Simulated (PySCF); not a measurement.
C2HBrClF.

```xyz
6

F     -1.5607     0.3731     0.0000
C     -0.2619     0.1389     0.0000
Br     0.1797    -1.6781     0.0000
C      0.6553     1.1050     0.0000
Cl     0.2161     2.7669     0.0000
H      1.7207     0.8755     0.0000
```
Charge 0, spin multiplicity 1.

Geometry: ωB97X-D3(BJ)/def2-SVP.

Calculation: HF/pcSseg-1 run with PySCF. Non-relativistic, no solvent.

Computed absolute GIAO shielding of each atom: isotropic value and principal components (ppm):
```tsv
atom	σ(iso)	σ11	σ22	σ33	span
F1	300.9	243.5	309.6	349.4	105.9
C2	32.9	-73.5	75.5	96.7	170.2
Br3	2161.8	1663.0	1814.9	3007.6	1344.6
C4	76.5	-19.6	115.4	133.5	153.1
Cl5	847.0	665.3	860.1	1015.6	350.3
H6	25.9	19.9	27.5	30.4	10.5
```
